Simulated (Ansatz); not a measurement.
`COB([SiH3])Cl` + H₂ → `[SiH3]BCl` + CH₃OH  (hydrogenolysis of a B–O bond)

Gas-phase electronic energies from Ansatz, PBE0-D4/def2-TZVP geometries. CBS: MP2 limit from def2 TZ/QZ plus the TZ coupled-cluster correction, frozen cores. This one scheme is used for every species. Functionals use def2-TZVPP. B3LYP here is the variant with VWN-RPA as its local correlation; programs differ in this. One conformer a species, not always the lowest.

CCSD(T)/CBS gives +132.2 kJ/mol.

(1) Another level gave +131.3 kJ/mol. Which?
A. B3LYP-D4/def2-TZVPP
B. B2PLYP/def2-TZVPP
C. HF/def2-TZVPP
D. CCSD/def2-TZVPP

Largest T1 diagnostic among the species: 0.014.

Results:

(1) B. B2PLYP 131.3, B3LYP-D4 136.6, CCSD/def2-TZVPP 125.7, HF/def2-TZVPP 110.0 kJ/mol.

In def2-TZVPP, CCSD(T) changes the Hartree–Fock value by +21.9 kJ/mol (the triples alone add +6.2 kJ/mol) and MP2 by +29.4 kJ/mol. From PBE to PBE0 (25 % exact exchange), in def2-TZVPP and without D4, ΔE moves by −4.4 kJ/mol.
